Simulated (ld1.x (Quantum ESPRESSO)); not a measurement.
arsenic (As): excitation energies, all-electron against TM

| Property | Result |
| --- | --- |
| Element | arsenic |
| Generator | ld1.x (Quantum ESPRESSO) 7.5 |
| Type | norm-conserving Troullier–Martins (Kleinman–Bylander form) |
| Functional | PBEsol |
| Relativity | scalar-relativistic |
| Frozen core | [Ar] 3d10 |
| Valence charge | 5 |
| Reference configuration | 4s2 4p3 |
| Partial waves | 4s (bound): rc 1.40 bohr; 4p (bound): rc 1.45 bohr |
| Local potential | the p channel |
| Core correction | a·sin(br)/r model core inside 1.45 bohr |

Energies are relative to the spin-unpolarised reference configuration 4s2 4p3; without spin polarisation the order of configurations can differ from experiment. The frozen-core shift is the all-electron ΔE with the core orbitals held at their reference shape minus the fully relaxed ΔE.

(1) Give the all-electron excitation energy and the error of the potential for: 4s2 4p2; 4s2 4p1; 4s2 4p0; 4s1 4p4; 4s2 4p2.5; 4s0 4p5; 4s2 4p3.3.

Levels in the configuration 4s2 4p2.5:

```tsv
level	all-electron (eV)	pseudo (eV)
4s	-18.758	-18.762
4p	-9.101	-9.102
```

## Answers

(1)

| valence configuration | charge | ΔE all-electron (eV) | error AE − PS (meV) | frozen-core shift (meV) |
| --- | --- | --- | --- | --- |
| 4s2 4p2 | +1 | 9.158 | -3.3 | +4.9 |
| 4s2 4p1 | +2 | 27.099 | -28 | +37 |
| 4s2 4p0 | +3 | 54.822 | -129 | +146 |
| 4s1 4p4 | 0 | 9.425 | -7.3 | +8.0 |
| 4s2 4p2.5 | +0.5 | 3.558 | -0.7 | +1.0 |
| 4s0 4p5 | 0 | 19.073 | -25 | +31 |
| 4s2 4p3.3 | -0.3 | -1.234 | +0.1 | 0.0 |
